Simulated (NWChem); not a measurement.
System: GeN2H4, singlet; SMILES [NH2][Ge][NH2]

```xyz
7

Ge     0.0000     0.0000    -0.4680
N      1.3844     0.0000     0.7541
H      2.3478     0.0000     0.4449
H      1.3024     0.0000     1.7648
N     -1.3844     0.0000     0.7541
H     -1.3024     0.0000     1.7648
H     -2.3478     0.0000     0.4449
```
Atoms are numbered in this order, from 1.

All runs: NWChem. Low-valent species are run as closed-shell singlets; no triplet was tried in these runs. All runs use the structure optimised with B3LYP/6-31G* (spherical d). Vertical excitations in the gas phase.

Problem. Estimate the computed values for B3LYP/def2-SVP, TDA. Quantities: lowest excitation, singlet (eV); lowest triplet (eV); orbital gap (eV).

Solution. The lowest excitation, singlet (eV) is 5.54, the lowest triplet (eV) is 3.85 and the orbital gap (eV) comes out as 5.73.
